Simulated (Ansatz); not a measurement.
`C[C](F)(Cl)[SnH3]` + `CNCF` → `CN[CH2][SnH3]` + `CC(F)(F)Cl`  (formal exchange of groups at the Sn–C bond)

Calculated with Ansatz (gas phase, PBE0-D4/def2-TZVP geometries, no zero-point term in ΔE). CCSD(T)/CBS is the MP2 limit (def2-TZVPP, def2-QZVPP) plus CCSD(T) − MP2 in def2-TZVPP, frozen cores. DFT in def2-TZVPP. B3LYP here is the variant with VWN-RPA as its local correlation; programs differ in this. Elements past krypton have def2 core potentials. For Sn outer-core shells are correlated without core-valence functions, which leaves a few kJ/mol of doubt a bond. Each species was taken in one conformer, which may not be the lowest.

`C[C](F)(Cl)[SnH3]`:

```xyz
11

C    -0.829    0.887    0.922
C    -0.337    0.467   -0.435
F    -1.425    0.193   -1.231
Cl    0.543    1.834   -1.199
Sn    0.993   -1.275   -0.460
H    -1.479    1.761    0.830
H     0.009    1.138    1.571
H    -1.397    0.069    1.373
H     0.145   -2.591    0.223
H     2.362   -0.898    0.483
H     1.414   -1.585   -2.077
```

`CNCF`:

Cartesian coordinates in Å:
```
C 1.203 -0.079 -0.222
N -0.061 -0.640 0.210
C -1.119 0.259 0.362
F -1.500 0.895 -0.839
H 1.173 0.359 -1.226
H 1.504 0.703 0.480
H 1.971 -0.854 -0.201
H -0.328 -1.449 -0.333
H -0.834 1.065 1.045
H -2.009 -0.258 0.725
```

`CN[CH2][SnH3]`:

```xyz
13

C     0.395    1.535   -1.402
N     0.568    0.641   -0.276
C    -0.564   -0.234   -0.067
Sn   -0.228   -1.476    1.661
H     1.301    2.126   -1.549
H     0.157    1.017   -2.346
H    -0.424    2.229   -1.191
H     1.414    0.100   -0.396
H    -1.449    0.373    0.146
H    -0.814   -0.865   -0.936
H    -0.378   -0.564    3.095
H     1.361   -2.105    1.559
H    -1.340   -2.775    1.701
```

`CC(F)(F)Cl`:

Z-matrix (Å, degrees):
```
C
C 1 1.499
H 1 1.088 2 109.7
H 1 1.089 2 109.7 3 -120.5
H 1 1.091 2 108.3 3 119.8
F 2 1.343 1 111.0 3 -179.1
F 2 1.343 1 111.0 3 -60.4
Cl 2 1.781 1 112.0 3 60.2
```

Problem. Is it downhill or uphill in electronic energy at CCSD(T)/CBS, and by how much? (Best estimate.)

Solution. The calculation gave: Downhill: ΔE = -9.0 kJ/mol.

Problem. What do these levels give: r2SCAN-D4, PBE0-D4, B3LYP-D4, ωB97X-V, r2SCAN, B3LYP, HF/def2-TZVPP, MP2/def2-TZVPP, SCS-MP2/def2-TZVPP, HF/def2-QZVPP, HF/CBS(def2), CCSD/CBS(def2)? (Best estimate.)

Solution. Computed: r2SCAN-D4 -11.8, PBE0-D4 -11.9, B3LYP-D4 -4.1, ωB97X-V -10.2, r2SCAN -12.1, B3LYP -6.8, HF/def2-TZVPP -16.0, MP2/def2-TZVPP -13.2, SCS-MP2/def2-TZVPP -11.4, HF/def2-QZVPP -16.1, HF/CBS(def2) -16.2, CCSD/CBS(def2) -10.1 kJ/mol.

Largest T1 diagnostic among the species: 0.012.

From PBE to PBE0 (25 % exact exchange), in def2-TZVPP and without D4, ΔE moves by −5.2 kJ/mol.
